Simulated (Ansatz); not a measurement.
Vertical singlet–triplet gap (eV) of eight silicon and germanium compounds: PBE beside CAM-B3LYP, computed with Ansatz (an electronic-structure program) for isolated molecules in the bases named; differences from unrounded values. The eight are the first of their class met in an unordered collection, after screening for sound electronic states; none was chosen by its value. Functionals give these values as differences of separate SCF runs (ΔSCF), EOM-CCSD as a root; each molecule has one DFT geometry for both levels.

| molecule | basis | CAM-B3LYP | PBE | difference |
|---|---|---|---|---|
| C₃H₁₁NSi₂, SMILES C1CN([C@@H]1[SiH3])[SiH3] | def2-SVPD | 5.30 | 4.62 | -0.69 |
| C2H9FOSi2, SMILES C[SiH2]CO[SiH2]F | def2-SVPD | 7.50 | 6.56 | -0.95 |
| FH₅O₂Si₂, SMILES O[Si](O)(F)[SiH3] | def2-SVPD | 6.76 | 6.09 | -0.66 |
| C4H8OSi, SMILES C[SiH]1CC(=O)C1 | def2-SVPD | 3.80 | … | … |
| Ge(F)(Cl)2(NH2) (Cl2FGeH2N), SMILES [Ge]([Cl])([NH2])([F])[Cl] | def2-SVPD | 5.84 | … | … |
| H6O3Si2, SMILES O[Si](O)(O)[SiH3] | def2-SVPD | 6.36 | 5.68 | -0.68 |
| CH4N2OSi, SMILES N#CO[SiH2]N | def2-SVPD | 6.79 | 6.25 | -0.54 |
| fluoro(silylmethyl)silane (CH7FSi2), SMILES F[SiH2]C[SiH3] | def2-SVPD | 7.57 | … | … |

Some entries are withheld; supply them. (The exact figures need the calculation; the answer reports its results.)


- Ge(F)(Cl)2(NH2) (Cl2FGeH2N), SMILES [Ge]([Cl])([NH2])([F])[Cl], PBE: 5.10
- Ge(F)(Cl)2(NH2) (Cl2FGeH2N), SMILES [Ge]([Cl])([NH2])([F])[Cl], difference: -0.73
- C4H8OSi, SMILES C[SiH]1CC(=O)C1, PBE: 3.69
- C4H8OSi, SMILES C[SiH]1CC(=O)C1, difference: -0.11
- fluoro(silylmethyl)silane (CH7FSi2), SMILES F[SiH2]C[SiH3], PBE: 6.71
- fluoro(silylmethyl)silane (CH7FSi2), SMILES F[SiH2]C[SiH3], difference: -0.86

PBE lies below CAM-B3LYP in 8 and above it in 0 of the eight; the mean signed difference is -0.65 and the largest -0.95 eV.
